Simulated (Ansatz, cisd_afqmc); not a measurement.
System: As, charge 0, quartet.

Total energies in def2-QZVPP, 5 correlated electrons, 14 frozen orbitals. Open shells are spin-unrestricted; no spin-orbit coupling. Cores are frozen in correlated methods (noble-gas shells, and filled d and f shells in the p block). No relativity. The Monte Carlo rows (phaseless AFQMC, CISD trial, step 0.005/hartree) carry one-sigma bars that omit the constraint's bias. Outlying blocks are dropped, and bars are widened where a walk drifts. Over all cases where full CI ran beside it in this data, AFQMC minus full CI had a median of +0.1 mEh and passed +0.4 mEh in a tenth of the cases.

```json
[
 {"method": "HF", "program": "Ansatz", "energy (Eh)": "-2234.23914", "minus CCSDT(Q) (mEh)": "93.60"},
 {"method": "MP2", "program": "Ansatz", "energy (Eh)": "-2234.31614", "minus CCSDT(Q) (mEh)": "16.59"},
 {"method": "CCSD", "program": "Ansatz", "energy (Eh)": "-2234.32870", "minus CCSDT(Q) (mEh)": "4.04"},
 {"method": "CCSD(T)", "program": "Ansatz", "energy (Eh)": "-2234.33210", "minus CCSDT(Q) (mEh)": "0.64"},
 {"method": "CCSDT(Q)", "program": "Ansatz", "energy (Eh)": "-2234.33274", "minus CCSDT(Q) (mEh)": "0.00"},
 {"method": "AFQMC/CISD", "program": "cisd_afqmc", "energy (Eh)": "-2234.3324 ± 0.0001", "minus CCSDT(Q) (mEh)": "0.3 ± 0.1"}
]
```

Ansatz is a program for electronic structure.
